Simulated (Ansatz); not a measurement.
Z-matrix (Å, degrees):
```
C
Zr 1 2.210
H 1 1.097 2 109.8
H 1 1.096 2 111.4 3 119.2
H 1 1.096 2 112.5 3 -119.7
C 2 2.209 1 105.7 3 -45.4
F 2 1.903 1 108.7 3 71.7
F 2 1.903 1 108.9 3 -162.3
H 6 1.096 2 112.5 1 -156.4
H 6 1.098 2 109.5 1 -36.9
H 6 1.096 2 111.7 1 82.3
```

The species carries charge 0 and has multiplicity 1. Zr: def2 effective core potential.

Q: List the B3LYP/def2-TZVPP orbital energies in eV (the Gaussian-basis code of Ansatz). (An estimate is asked.)

A: Ansatz gave: Occupied: -671.16, -671.16, -276.19, -276.19, -58.62, -36.18, -35.51, -34.90, -30.76, -30.16, -18.57, -18.46, -12.35, -12.23, -11.85, -11.70, -11.59, -11.27, -11.15, -11.00, -10.91, -10.85, -7.92, -7.74. Lowest empty: -1.53, -1.22, -0.53, -0.21, -0.17, 0.07, 0.62, 0.73.

B3LYP here is the variant with VWN-RPA as its local correlation; programs differ in this.
